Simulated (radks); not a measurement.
Spherical quantum dot in the effective-mass picture: electrons in a parabolic well V = omega^2 r^2 / 2 with omega = 0.34, all in effective atomic units (hartree* = m*/eps^2 hartree, bohr* = eps/m* bohr), one dielectric constant everywhere. Method: non-relativistic Kohn-Sham, LDA (Slater exchange, Perdew-Wang correlation), spin-polarised, spherical densities; computed with a radial shooting solver with Libxc functionals. Levels are named by radial order and angular momentum (1s, 1p, 1d, 2s, ...), and open shells are averaged over m.

N = 21, configuration 1s2 1p6 1d10 2s2 1f(up 1, down 0). This is the lowest configuration that the search found. Occupied and some empty levels:

level,occupation,eigenvalue (hartree*),<r> (bohr*)
1s up,1,5.2433,3.579
1s down,1,5.2469,3.556
1p up,3,5.3442,4.227
1p down,3,5.3492,4.215
1d up,5,5.4722,4.675
1d down,5,5.4780,4.670
2s up,1,5.5370,3.786
2s down,1,5.5402,3.798
1f up,1,5.6226,5.029
1f down,0,5.6286,5.028
2p up,0,5.7123,4.297
2p down,0,5.7157,4.301
1g up,0,5.7920,5.330
1g down,0,5.7981,5.332
2d up,0,5.8988,4.740
2d down,0,5.9024,4.741

Energy (hartree*): total 70.3561, kinetic 4.9692, external 25.264, Hartree 45.203, exchange-correlation -5.0798.
